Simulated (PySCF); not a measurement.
C₇H₉B, SMILES Bc1cccc(C)c1 at its GFN2-xTB optimised geometry (Å):

```
17

B     -1.8369    -1.8328    -0.0020
C     -1.0316    -0.5158     0.0000
C     -1.6677     0.7331     0.0008
C     -0.9421     1.9090     0.0016
C      0.4415     1.8705     0.0008
C      1.1147     0.6523     0.0000
C      2.6140     0.6245    -0.0035
C      0.3710    -0.5158     0.0000
H     -1.2807    -2.8621     0.0029
H     -3.0065    -1.8062    -0.0090
H     -2.7474     0.7724     0.0011
H     -1.4521     2.8621     0.0028
H      1.0082     2.7914     0.0010
H      2.9991     1.1016    -0.9043
H      3.0065     1.1692     0.8544
H      2.9850    -0.3966     0.0332
H      0.8876    -1.4658    -0.0003
```

Method: CAM-B3LYP/def2-SVP run with PySCF 2.14.0.

Map of the LUMO amplitude (bohr^(-3/2)) on the plane z = 1.5 Å; orbital energy -0.77 eV, overall sign arbitrary:

```
|2222222222222222222222222222222|
|2222222222222222222222222222222|
|2222222222222222222222222222222|
|2222222222222222222222222222222|
|2222222222222222222222222222222|
|2222222222222223333322222222222|
|2222222222222233333332222222222|
|2222222222222234444333322222222|
|2222222221112234554433333222222|
|2222222211111235555433333332222|
|2222222211001235555433333332222|
|2222222110000134554333333333222|
|2222222110000123333222333332222|
|2222222110000122222222233332222|
|2222222211111111111112222222222|
|2222223322233221000011222222222|
|2222333344444321000011222222222|
|2222334456665431000112222222222|
|2223334567887532101112222222222|
|2223345678997643211122222222222|
|2223345679998643222222222222222|
|2223345678987643322222222222222|
|2223334567776543322222222222222|
|2223334456665443322222222222222|
|2222333444544433322222222222222|
|2222233334443333222222222222222|
|2222223333333332222222222222222|
|2222222333333222222222222222222|
|2222222222222222222222222222222|
|2222222222222222222222222222222|
|2222222222222222222222222222222|
```
Scale: ten equal steps from -0.025 (start of '0') to 0.067 (end of '9'), in the order '0123456789'; x runs from -5.50 to 5.50, y from -5.50 (bottom) to 5.50 (top).
